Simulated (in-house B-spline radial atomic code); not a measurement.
**Response and correlation of Al II (Al+)**

Closed shell [Ne] 3s2. Computed with a B-spline radial code for spherical atoms: Dirac-Hartree-Fock, relativistic RPA (time-dependent Dirac-Hartree-Fock) for the response and second-order many-body perturbation theory for correlation, no-pair Dirac-Coulomb Hamiltonian, finite nucleus.

```tsv
multipole (bohr³, bohr⁵, bohr⁷)	uncoupled	coupled RPA
dipole	19.514	?
quadrupole	89.514	129.13
octupole	903.05	1198
```

(1) What is the coupled dipole polarisability?

(2) Which subshells carry the dipole polarisability?

(3) What does the dipole shielding factor come to?

Dipole polarisability at imaginary frequency:

```json
{"u (Eh)": "0", "α(iu) (bohr³)": "26.25"}
{"u (Eh)": "0.141", "α(iu) (bohr³)": "20.46"}
{"u (Eh)": "0.424", "α(iu) (bohr³)": "7.536"}
{"u (Eh)": "0.849", "α(iu) (bohr³)": "2.582"}
{"u (Eh)": "1.41", "α(iu) (bohr³)": "1.148"}
{"u (Eh)": "2.83", "α(iu) (bohr³)": "0.4245"}
{"u (Eh)": "5.66", "α(iu) (bohr³)": "0.1681"}
{"u (Eh)": "14.1", "α(iu) (bohr³)": "0.04101"}
```

(4) What dispersion coefficients follow for two such ions (the dispersion part alone)?

Lowest J = 1 odd-parity excitations:

| energy (eV) | oscillator strength | leading channel | weight |
| --- | --- | --- | --- |
| 2.9249 | 2.85e-06 | 3s1/2 → p1/2 | 0.669 |
| 7.1481 | 1.78 | 3s1/2 → p3/2 | 0.668 |
| 12.111 | 1.81e-06 | 3s1/2 → p1/2 | 0.673 |
| 12.52 | 0.00467 | 3s1/2 → p3/2 | 0.673 |
| 14.58 | 1.18e-06 | 3s1/2 → p1/2 | 0.674 |
| 14.725 | 9.88e-05 | 3s1/2 → p3/2 | 0.674 |
| 15.929 | 1.18e-06 | 3s1/2 → p1/2 | 0.675 |
| 16.042 | 0.000836 | 3s1/2 → p3/2 | 0.675 |

For an outer ns² shell RPA puts the lowest triplet far too low, and second order misses the ns²-np² near-degeneracy.

Second-order correlation energy by the highest angular momentum of the excited pair (hartree): s -0.01981, p -0.1741, d -0.1674, f -0.04612, g -0.01783, h -0.006897, i -0.00322, k -0.001696.

(5) What is the second-order correlation energy at the partial-wave limit?

## Answers

(1) 26.253 atomic units, +35 % against the uncoupled value.

(2) 3s1/2 100.6 %, 2p3/2 -0.4 %, 2p1/2 -0.2 %.

(3) The dipole shielding factor is 0.923, against the exact N/Z = 12/13 = 0.923 of the non-relativistic theorem.

(4) C6 = (3/π)∫α(iu)²du = 139.2 hartree·bohr⁶ and C8 = 4276 hartree·bohr⁸.

(5) The listed waves sum to -0.43698 hartree; extrapolating the increments as (l + 1/2)⁻⁴ gives -0.44044 hartree, -0.999 eV per electron.
